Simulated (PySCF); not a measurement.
Stepwise substitution at one centre (B CH3-NH2). Gas-phase values, no solvent. Strings in code marks are SMILES.

The dipole moment from two functionals at the same geometries (B3LYP-D3(BJ)/def2-TZVP), both in PySCF: PBE-D3(BJ)/def2-TZVP and M06-2X/def2-TZVP. 

```
species                                M06-2X/def2-TZVP (D)
-------------------------------------  --------------------
0 of 3 CH3 replaced by NH2                             0.02
1 of 3 CH3 replaced by NH2 (`CB(C)N`)                  1.23
2 of 3 CH3 replaced by NH2 (`CB(N)N`)                  1.05
3 of 3 CH3 replaced by NH2 (`NB(N)N`)                  0.03
```

Q: What does PBE-D3(BJ)/def2-TZVP give for each?

A: 
- 0 of 3 CH3 replaced by NH2: 0.03
- 1 of 3 CH3 replaced by NH2 (`CB(C)N`): 1.32
- 2 of 3 CH3 replaced by NH2 (`CB(N)N`): 1.14
- 3 of 3 CH3 replaced by NH2 (`NB(N)N`): 0.02
Over these rows, drawn at random from the members with no instability flagged (it was tested for open shells, ions and some series alone), PBE minus M06-2X: mean +0.04 D, from 0.00 D to +0.09 D.
